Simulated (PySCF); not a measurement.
C3H9NSi, SMILES N(C)([SiH3])C=C. Geometry optimised at PBE0-D3(BJ)/def2-SVP. One conformer was computed; it need not be the lowest.

Problem. Give the equilibrium geometry at PBE0-D3(BJ)/def2-SVP (PySCF confirms it by a frequency run) as a Z-matrix. (The exact figures need the calculation; the answer reports its results.)

Solution. This is not unique; one that fits is 
```
N
C 1 1.3852
C 2 1.3429 1 127.24
H 3 1.0901 2 119.79 1 176.61
H 3 1.0939 4 117.22 2 179.60
H 2 1.0976 3 119.01 4 -2.10
C 1 1.4482 2 116.94 6 -14.87
H 7 1.0988 1 110.30 2 168.66
H 7 1.1036 8 107.42 1 120.81
H 7 1.1053 8 107.69 9 115.90
Si 1 1.7556 2 120.47 6 171.37
H 11 1.4914 1 106.11 2 -172.53
H 11 1.4928 12 110.91 8 -124.02
H 11 1.4972 12 109.13 8 117.26
```
Charge 0, spin multiplicity 1.
